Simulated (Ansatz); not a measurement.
Cost and result for the atomization energy of BCl5Si (`ClB(Cl)[Si](Cl)(Cl)Cl`) (7 atoms, 6 bonds).

The species carries charge 0 and has multiplicity 1. Geometry: relaxed with PBE0-D4/def2-TZVP. It is one conformer, not always the lowest. Program: Ansatz. All runs use 4 threads of an Arm Neoverse V1 on a shared host. Times are those of one run each, without the atoms' runs, and a repeat can differ threefold. Electronic energies, without spin–orbit coupling; frozen cores. CCSD(T)/CBS adds CCSD(T) − MP2 in def2-TZVPP to the MP2 limit, and its time is that of the two runs behind it. T1 = 0.011. B3LYP takes the VWN-RPA correlation (the form of Gaussian; ORCA's B3LYP/G).

CCSD(T)/CBS is a level of theory with its own doubt, some kJ/mol a heavy atom from the limit and from the frozen cores, so smaller differences don't rank the functionals.

| level | functions | wall time |
| --- | --- | --- |
| LDA (SPW92)/def2-TZVPP | 283 | 1.9 s |
| PBE-D4/def2-TZVPP (with forces) | 283 | 4.1 s |
| BHLYP-D4/def2-TZVPP | 283 | 8 s |
| CCSD(T)/def2-SVP | 122 | 8.5 s |
| r2SCAN-D4/def2-TZVPP (with forces) | 283 | 9 s |
| PBE-QIDH/def2-TZVPP | 283 | 10 s |
| B2PLYP/def2-TZVPP | 283 | 11 s |
| B3LYP-D4/def2-TZVPP (with forces) | 283 | 12 s |
| r2SCANh-D4/def2-TZVPP | 283 | 12 s |
| B97M-V/def2-TZVPP | 283 | 15 s |
| MP2/def2-QZVPP | 477 | 31 s |
| CCSD(T)/def2-TZVPP | 283 | 6.5 min |
| CCSD(T)/CBS(def2) | – | 7.1 min |

(1) What atomization energy does each give, and how far from CCSD(T)/CBS? (Best estimate.)

Results:

(1) Computed: 
```json
{"level": "LDA (SPW92)/def2-TZVPP", "atomization (kcal/mol)": "663.3", "difference from CCSD(T)/CBS": "96.1", "per bond": "16.0"}
{"level": "PBE-D4/def2-TZVPP (with forces)", "atomization (kcal/mol)": "588.6", "difference from CCSD(T)/CBS": "21.4", "per bond": "3.6"}
{"level": "BHLYP-D4/def2-TZVPP", "atomization (kcal/mol)": "544.9", "difference from CCSD(T)/CBS": "-22.3", "per bond": "-3.7"}
{"level": "CCSD(T)/def2-SVP", "atomization (kcal/mol)": "520.5", "difference from CCSD(T)/CBS": "-46.7", "per bond": "-7.8"}
{"level": "r2SCAN-D4/def2-TZVPP (with forces)", "atomization (kcal/mol)": "581.3", "difference from CCSD(T)/CBS": "14.1", "per bond": "2.3"}
{"level": "PBE-QIDH/def2-TZVPP", "atomization (kcal/mol)": "575.7", "difference from CCSD(T)/CBS": "8.5", "per bond": "1.4"}
{"level": "B2PLYP/def2-TZVPP", "atomization (kcal/mol)": "553.9", "difference from CCSD(T)/CBS": "-13.3", "per bond": "-2.2"}
{"level": "B3LYP-D4/def2-TZVPP (with forces)", "atomization (kcal/mol)": "558.2", "difference from CCSD(T)/CBS": "-9.0", "per bond": "-1.5"}
{"level": "r2SCANh-D4/def2-TZVPP", "atomization (kcal/mol)": "576.4", "difference from CCSD(T)/CBS": "9.2", "per bond": "1.5"}
{"level": "B97M-V/def2-TZVPP", "atomization (kcal/mol)": "584.7", "difference from CCSD(T)/CBS": "17.5", "per bond": "2.9"}
{"level": "MP2/def2-QZVPP", "atomization (kcal/mol)": "592.4", "difference from CCSD(T)/CBS": "25.2", "per bond": "4.2"}
{"level": "CCSD(T)/def2-TZVPP", "atomization (kcal/mol)": "545.6", "difference from CCSD(T)/CBS": "-21.6", "per bond": "-3.6"}
{"level": "CCSD(T)/CBS(def2)", "atomization (kcal/mol)": "567.2", "difference from CCSD(T)/CBS": "0.0", "per bond": "0.0"}
```

At CCSD(T), def2-SVP lies −46.7 kcal/mol from the extrapolated value and def2-TZVPP −21.7 kcal/mol: correlation converges slowly with the basis, and small sets miss more of it in the bonded molecule than in its fragments. In def2-TZVPP, CCSD(T) changes the Hartree–Fock value by +123.8 kcal/mol (the triples alone add +15.5 kcal/mol) and MP2 by +158.1 kcal/mol; breaking electron pairs costs correlation energy, which Hartree–Fock lacks. Leaving LDA and LC-ωPBE aside and taking each functional with its dispersion term where it has one, the values spread over 43.7 kcal/mol, from BHLYP-D4 to PBE-D4. LDA lies +84.0 kcal/mol from PBE without D4, its usual overbinding.
